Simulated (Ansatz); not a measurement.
Stepwise reaction of `[GeH2]` with ammonia, as a gas-phase model of exchange steps in deposition or etching. ΔE in kJ/mol; ΔG adds harmonic PBE0-D4 terms to CCSD(T)/CBS, at 1 bar.

Gas-phase electronic energies from Ansatz, PBE0-D4/def2-TZVP geometries. CCSD(T)/CBS adds triple-zeta CCSD(T) − MP2 to the extrapolated MP2 energy (def2 sets, frozen cores). This one scheme is used for every species. DFT in def2-TZVPP. B3LYP here is the variant with VWN-RPA as its local correlation; programs differ in this. For Ge outer-core shells are correlated without core-valence functions, which leaves a few kJ/mol of doubt a bond. Scalar relativity is left out up to krypton. Each species was taken in one conformer, which may not be the lowest.

| step | reaction | PBE-D4 | B3LYP-D4 | ωB97M-V | CCSD(T)/CBS | ΔG(400 K) |
| --- | --- | --- | --- | --- | --- | --- |
| 1 | `[GeH2]` + NH₃ → `[NH2][GeH]` + H₂ | -72.2 | -67.0 | -63.6 | -67.6 | -66.2 |
| 2 | `[NH2][GeH]` + NH₃ → `[NH2][Ge][NH2]` + H₂ | -39.2 | -39.5 | -39.1 | -41.4 | -43.5 |

(1) By hand: ΔE of the 2 steps together at CCSD(T)/CBS.

## Answers

(1) (-67.6) + (-41.4) = -109.0 kJ/mol, or -54.5 kJ/mol a step.

In ΔE each step is higher than the one before. All are downhill at CCSD(T)/CBS. ΔG lies between -66.2 and -43.5 kJ/mol a step. PBE-D4 differs from CCSD(T)/CBS by -4.6 to 2.2 kJ/mol a step. Isolated molecules leave out the surface, adducts and barriers. Largest T1 diagnostic: 0.015.
